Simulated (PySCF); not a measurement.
A GIAO shielding run with PySCF 2.14.0 with density-fitted response routines (density fitting, non-relativistic, gas phase) on SMILES o1c([Si@H](C)[SiH2]CCl)ccc1, C$_{6}$H$_{11}$ClOSi$_{2}$:

```
$ OMP_NUM_THREADS=1 python probes_run.py task.json out

{"job": {"kind": "nmr", "xc": "PBE0", "basis": "pcSseg-1"}, "charge": 0, "multiplicity": 1}
C      0.012609    -2.777503    -0.072088
Si    -0.416457    -1.027711     0.549171
Si    -2.080941    -0.089495    -0.778721
C     -2.774624     1.471971     0.092349
Cl    -1.424971     2.601667     0.409832
C      1.125364     0.039987     0.444693
C      1.961724     0.606730     1.367796
C      2.912131     1.363992     0.648161
C      2.587541     1.210514    -0.664815
O      1.516508     0.418707    -0.798539
H     -0.842139    -3.442255     0.007687
H      0.318306    -2.759605    -1.114518
H      0.825736    -3.215635     0.499690
H     -0.735995    -1.114147     1.987651
H     -3.266416    -0.937021    -0.995546
H     -1.648115     0.361508    -2.106732
H     -3.227772     1.254705     1.056580
H     -3.497944     2.014962    -0.510457
H      1.899292     0.491369     2.430600
H      3.717955     1.944276     1.049097
H      3.029290     1.599925    -1.561319
```

Hardware: 1 thread of an Arm Neoverse V1, shared host. The job also computes population analyses, field gradients, ring-centre shieldings.

Question: How large is the calculation?

Answer: 100 electrons, 246 basis functions and 1344 auxiliary functions.

Question: How long does it take, and how much memory does it need?

Answer: 110 s of wall time, with 14 SCF cycles and 5 response iterations; peak memory 1.1 GiB. Times on a shared host scatter by some tens of per cent.
